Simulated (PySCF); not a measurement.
Isomers of C7H16Ge and their computed core-level spectra.

Computed, not measured: PySCF, delta-SCF UKS SCAN, pcX-2 on the ionised atom, pcseg-1 elsewhere, spin-free X2C. Geometries: PBE0-D3(BJ)/def2-SVP; isolated species, one conformer each.

Line lists (1s up to Mg, 2p3/2 beyond, nothing for Ge; areas count atoms within a level, one atom standing for each set equivalent by bonding):
1. C 1s: 289.54 (area 1), 289.56 (area 1), 289.86 (area 1), 290.31 (area 1), 290.38 (area 1), 290.40 (area 1), 290.43 (area 1) eV
2. C 1s: 289.97 (area 1), 290.14 (area 1), 290.15 (area 1), 290.19 (area 1), 290.29 (area 1), 290.34 (area 1), 290.43 (area 1) eV
3. C 1s: 289.85 (area 2), 290.21 (area 1), 290.26 (area 2), 290.30 (area 1), 290.42 (area 1) eV

Structures:
A. `CC[C@@H](C)[GeH]1[CH2]C[CH2]1`
B. `CC[C@@H]1CC[C@H]([GeH3])C1`
C. `CCC1C[CH2][GeH2][CH2]C1`

Q: Which list belongs to which compound?

A: 
- 1 = A: another candidate has the same counts of sites, so positions decide. C 1s: 289.54 sp3 carbon bound to germanium, 289.56 sp3 carbon bound to germanium, 289.86 sp3 carbon bound to germanium, 290.31 four-membered-ring carbon, 290.38 chain CH2 carbon, 290.40 methyl carbon, 290.43 methyl carbon.
- 2 = B: another candidate has the same counts of sites, so positions decide. C 1s: 289.97 sp3 carbon bound to germanium, 290.14 ring CH2 carbon, 290.15 sp3 CH carbon, 290.19 ring CH2 carbon, 290.29 ring CH2 carbon, 290.34 chain CH2 carbon, 290.43 methyl carbon.
- 3 = C: no other candidate has these counts of sites. C 1s: 289.85 sp3 carbon bound to germanium (×2), 290.21 sp3 CH carbon, 290.26 ring CH2 carbon (×2), 290.30 chain CH2 carbon, 290.42 methyl carbon.
